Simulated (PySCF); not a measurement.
CH₁₀OSi₃, SMILES [SiH3][Si](O)([SiH3])C, GFN2-xTB optimised geometry.

```
15

C      1.86     1.03    -1.68
Si     1.21     0.41     0.00
O      1.75    -1.15    -0.03
Si    -1.12     0.41     0.00
Si     2.27     1.55     1.73
H      1.60     2.07    -1.84
H      1.45     0.45    -2.50
H      2.94     0.95    -1.74
H      1.60    -1.77     0.68
H     -1.65     1.77     0.00
H     -1.66    -0.25     1.20
H     -1.75    -0.29    -1.13
H      1.87     2.96     1.77
H      1.92     0.98     3.04
H      3.74     1.54     1.69
```

Density from B3LYP/def2-TZVP (PySCF 2.14.0) at that geometry.

Minimum of the electron density along straight lines between bonded atoms, close to the bond critical point (lines longer than 1.1 times the sum of covalent radii, or with two minima, are not listed):

```json
[
 {"bond": "C1–Si2", "length / Å": "1.907", "ρ at the minimum / e bohr⁻³": "0.117", "∇²ρ there / e bohr⁻⁵": "0.12", "position (fraction from the first atom)": "0.61"},
 {"bond": "Si2–O3", "length / Å": "1.649", "ρ at the minimum / e bohr⁻³": "0.135", "∇²ρ there / e bohr⁻⁵": "0.81", "position (fraction from the first atom)": "0.41"},
 {"bond": "Si2–Si4", "length / Å": "2.328", "ρ at the minimum / e bohr⁻³": "0.098", "∇²ρ there / e bohr⁻⁵": "-0.18", "position (fraction from the first atom)": "0.48"},
 {"bond": "Si2–Si5", "length / Å": "2.329", "ρ at the minimum / e bohr⁻³": "0.098", "∇²ρ there / e bohr⁻⁵": "-0.18", "position (fraction from the first atom)": "0.48"},
 {"bond": "C1–H6", "length / Å": "1.086", "ρ at the minimum / e bohr⁻³": "0.276", "∇²ρ there / e bohr⁻⁵": "-0.93", "position (fraction from the first atom)": "0.64"},
 {"bond": "C1–H7", "length / Å": "1.086", "ρ at the minimum / e bohr⁻³": "0.276", "∇²ρ there / e bohr⁻⁵": "-0.93", "position (fraction from the first atom)": "0.64"},
 {"bond": "C1–H8", "length / Å": "1.086", "ρ at the minimum / e bohr⁻³": "0.276", "∇²ρ there / e bohr⁻⁵": "-0.93", "position (fraction from the first atom)": "0.64"},
 {"bond": "O3–H9", "length / Å": "0.952", "ρ at the minimum / e bohr⁻³": "0.365", "∇²ρ there / e bohr⁻⁵": "-2.50", "position (fraction from the first atom)": "0.81"},
 {"bond": "Si4–H10", "length / Å": "1.466", "ρ at the minimum / e bohr⁻³": "0.122", "∇²ρ there / e bohr⁻⁵": "0.20", "position (fraction from the first atom)": "0.49"},
 {"bond": "Si4–H11", "length / Å": "1.471", "ρ at the minimum / e bohr⁻³": "0.121", "∇²ρ there / e bohr⁻⁵": "0.18", "position (fraction from the first atom)": "0.49"},
 {"bond": "Si4–H12", "length / Å": "1.468", "ρ at the minimum / e bohr⁻³": "0.122", "∇²ρ there / e bohr⁻⁵": "0.19", "position (fraction from the first atom)": "0.49"},
 {"bond": "Si5–H13", "length / Å": "1.466", "ρ at the minimum / e bohr⁻³": "0.122", "∇²ρ there / e bohr⁻⁵": "0.20", "position (fraction from the first atom)": "0.49"},
 {"bond": "Si5–H14", "length / Å": "1.471", "ρ at the minimum / e bohr⁻³": "0.121", "∇²ρ there / e bohr⁻⁵": "0.18", "position (fraction from the first atom)": "0.49"},
 {"bond": "Si5–H15", "length / Å": "1.468", "ρ at the minimum / e bohr⁻³": "0.122", "∇²ρ there / e bohr⁻⁵": "0.19", "position (fraction from the first atom)": "0.49"}
]
```
